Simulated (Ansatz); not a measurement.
```yaml
crystal:
  periodic: [false, false, false]
  atoms:
    - {symbol: C, position_ang: [0.366324, -0.499897, 1.029080]}
    - {symbol: C, position_ang: [-0.319533, 0.206786, -0.230903]}
    - {symbol: N, position_ang: [0.467421, -0.446351, -1.396630]}
    - {symbol: C, position_ang: [1.620138, -1.241154, -1.021131]}
    - {symbol: Li, position_ang: [-0.597481, 0.943037, -2.280819]}
    - {symbol: N, position_ang: [-1.084264, 0.944057, -0.376540]}
    - {symbol: C, position_ang: [-1.724920, 1.260068, 0.245390]}
    - {symbol: H, position_ang: [-0.109551, -1.711874, 1.319668]}
    - {symbol: H, position_ang: [-0.410575, 0.135736, 1.627682]}
    - {symbol: H, position_ang: [1.555858, -0.157045, 1.348955]}
    - {symbol: H, position_ang: [1.805975, -1.845413, -1.854176]}
    - {symbol: H, position_ang: [1.112464, -2.092362, -0.575538]}
    - {symbol: H, position_ang: [2.605569, -1.174210, -0.459233]}
    - {symbol: H, position_ang: [-2.629660, 0.784699, 1.344088]}
    - {symbol: H, position_ang: [-1.077896, 2.060891, 1.216977]}
    - {symbol: H, position_ang: [-2.239277, 2.536421, 0.212929]}
basis:
  gaussian: {orbitals: pcseg-2, final_grid: {core_spheres: 1, valence_spheres: 1, degree: 5}}
hamiltonian: {xc: {name: r2SCAN}}
```

```sh
$ ansatz run in.yaml --threads 4 --pin off --events-out ev --progress --plain --max-ram 11315MiB
```

Output, abridged:

```
Functional definition: r2SCAN
1548 factors; their error is unknown
mean field evaluation 1: about -7422.3915 eV, gradient 1.3e2 eV
mean field evaluation 2: about -7160.4288 eV, gradient 2.9e2 eV
mean field evaluation 4: about -7443.2637 eV, gradient 7.4e1 eV
mean field evaluation 8: about -7457.9946 eV, gradient 8.0e-1 eV
mean field evaluation 16: about -7426.5817 eV, gradient 2.4e0 eV
mean field evaluation 32: about -7426.6220 eV, gradient 3.1e-4 eV
a density is far from that of the atoms, so the factors are made again for it
2102 factors; integrals over basis functions are off by at most 1.1e-3 eV
mean field -7426.62136917 eV, -272.9233013723 hartree, gradient 4.1e-5 eV, S^2 0.000000; 0 other end points of the search recorded, 0 dependent functions left out
reference -7426.62144336 eV, -272.9233040986 hartree; 25, 25 occupied and 296, 296 virtual orbitals, 2102 factors
Total energy: -7426.62144336 eV, -272.9233040986 hartree
```

In this input the integration grid is far too coarse. Self-consistency was reached. The result belongs to that input, not to the molecule as meant.
